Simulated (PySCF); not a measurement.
# SeF₄: PBE0 against B3LYP

Base calculation in PySCF with density fitting and no spin–orbit coupling, PBE0/def2-TZVP (no relativity): singlet, C2v, Se–F 1.691 Å (×2), Se–F 1.774 Å (×2); F–Se–F 86.3° (×4), F–Se–F 100.5°, F–Se–F 168.6°; wavenumbers 167, 243, 366, 369, 406, 579, 635, 735, 756 cm⁻¹; dipole moment 1.78 D, gap between the highest occupied and lowest empty levels 7.62 eV, polar-tensor charge of Se 2.44 e, atomisation energy (no zero-point energy) 1333 kJ/mol.

**Question.** What changes on going to B3LYP/def2-TZVP (no relativity)?

**Answer.** The point group stays the same. Changes: mean bond to Se +0.017 Å, smallest bond angle +0.4 degrees, highest wavenumber -29 cm⁻¹, lowest wavenumber -5 cm⁻¹, dipole moment +0.10 D, gap between the highest occupied and lowest empty levels -0.65 eV, polar-tensor charge of Se -0.02 e, atomisation energy (no zero-point energy) -5 kJ/mol. The new structure has Se–F 1.706 Å (×2), Se–F 1.793 Å (×2); F–Se–F 86.7° (×4), F–Se–F 100.2°, F–Se–F 169.7°, with wavenumbers 162, 230, 350, 352, 389, 557, 609, 704, 727 cm⁻¹.

Only the bonding shown was studied: isomers, or loss of a ligand pair, can lie lower.
